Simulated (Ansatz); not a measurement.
`F[C@H](Cl)[Si@@H]1CO1` + H₂S → `S[SiH]1CO1` + `FCCl` at 400 K and 1 bar (ligand exchange at the Si–C bond).

Calculated with Ansatz (gas phase, PBE0-D4/def2-TZVP geometries, no zero-point term in ΔE). CBS: MP2 limit from def2 TZ/QZ plus the TZ coupled-cluster correction, frozen cores. This one scheme is used for every species. Each species was taken in one conformer, which may not be the lowest.

| species | CCSD(T)/CBS energy (Eh) | H − E (kJ/mol) | S (J/(mol·K)) |
| --- | --- | --- | --- |
| `F[C@H](Cl)[Si@@H]1CO1` | -1002.29729 | 191.3 | 391.2 |
| H₂S | -398.97279 | 53.4 | 215.9 |
| `S[SiH]1CO1` | -802.49340 | 155.1 | 340.8 |
| `FCCl` | -598.81139 | 98.2 | 279.0 |

H − E and S are ideal-gas, rigid-rotor, harmonic terms from PBE0-D4/def2-TZVP, for one conformer and one mirror image of each species. 1 Eh = 2625.50 kJ/mol, R = 8.31446 J/(mol·K).

Question: By hand: ΔE, ΔH, ΔS and ΔG.

Answer: ΔE = (-802.49340) + (-598.81139) − (-1002.29729) − (-398.97279) = -0.03471 Eh = -91.1 kJ/mol. Δ(H − E) = 155.1 + 98.2 − 191.3 − 53.4 = 8.6, so ΔH = -82.5 kJ/mol. ΔS = 340.8 + 279.0 − 391.2 − 215.9 = 12.7 J/(mol·K). ΔG = -82.5 − 400 × (12.7)/1000 = -87.6 kJ/mol.

Question: By hand: the equilibrium constant, and the temperature at which ΔG would vanish if ΔH and ΔS stayed fixed.

Answer: log₁₀ K = −ΔG/(RT ln 10) = 11.4. ΔH and −TΔS have one sign here, so there is no such temperature.

The number of gas molecules stays the same, so ΔS is small and ΔH decides. A doubt of 5 kJ/mol in ΔE shifts log₁₀ K by 0.7 here. Other conformers and mirror images would add mixing entropy, several J/(mol·K) or more a flexible species. Modes under 60 cm⁻¹, often nearly free rotors, make the harmonic entropy too high. These are equilibria of isolated gas molecules and say nothing of rates. Largest T1 diagnostic: 0.013 (customary marks: 0.02 for closed shells, 0.045 for open ones).

ΔS is within the doubt of such terms, so its sign, and with it that verdict, could turn.
